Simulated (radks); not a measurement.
Excited configurations of Ru I: one electron is placed in a higher orbital outside [Kr] 4d7. The ground configuration is [Kr] 4d7 5s1. Calculated with a radial shooting solver on a logarithmic mesh with Libxc functionals: non-relativistic Kohn-Sham, TPSS, spin-polarised, spherical densities, point nucleus; open shells are filled with parallel spins first (spin-orbit coupling, left out, can overturn this in heavy ions); meta-GGA in the generalised Kohn-Sham scheme; relativity is left out, which matters for an element this heavy. Excitation = E - E(ground); binding = E(ion) - E, where the ion is the core of charge +1; n* = 1/sqrt(2 binding) in atomic units, and the quantum defect is n - n*.

outer orbital  excitation (eV)  binding (eV)  quantum defect  eigenvalue (eV)  <r> (bohr)
5d                       5.480         1.615           2.097           -0.783       10.32
6p                       5.325         1.770           3.227           -1.035       11.56
7d                       6.406         0.689           2.555           -0.426       30.47

The Delta-SCF ionisation energy is 7.095 eV (NIST Atomic Spectra Database: 7.361 eV, measured). Self-interaction in the functional shifts the binding energies and quantum defects, so they are the method's values and not measured ones. Relativity is left out here, which matters for elements this heavy. Open shells are spherical and high-spin; term and fine-structure splittings are not resolved.
